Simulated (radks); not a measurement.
Problem. The mean radii <r> (bohr) of the occupied orbitals of an atom or ion are listed with their occupations. Calculated with a radial shooting solver on a logarithmic mesh with Libxc functionals: Dirac Kohn-Sham, PBE, spin-unpolarised, spherical densities, finite nucleus; Fermi nuclear charge, rms radius of each element as measured or else 0.836 A^(1/3) + 0.57 fm.

orbital  occ.      <r>
1s1/2       2  0.01659
2s1/2       2  0.06925
2p1/2       2  0.05692
2p3/2       4  0.06559
3s1/2       2   0.1801
3p1/2       2   0.1704
3p3/2       4   0.1862
3d3/2       4   0.1620
3d5/2       6   0.1668
4s1/2       2   0.3985
4p1/2       2   0.4002
4p3/2       4   0.4339
4d3/2       4   0.4400
4d5/2       6   0.4507
5s1/2       2   0.8477
4f5/2       6   0.4667
4f7/2       8   0.4725
5p1/2       2   0.8877
5p3/2       2   0.9491

Name the element and its charge. Open shells, if any, fill j = l - 1/2 first.

Solution. Z = 80, mercury, charge +14: Hg14+ in [Kr] 4d10 4f14 5s2 5p4. The 1s radius gives Z: for a bare nucleus <r> = (2 gamma + 1)/(2Z) with gamma = sqrt(1 - (Z/c)^2), 0.0164 bohr for Z = 80, and screening makes it slightly larger (0.01659 here). The occupations add up to 66, and the charge is Z minus that.
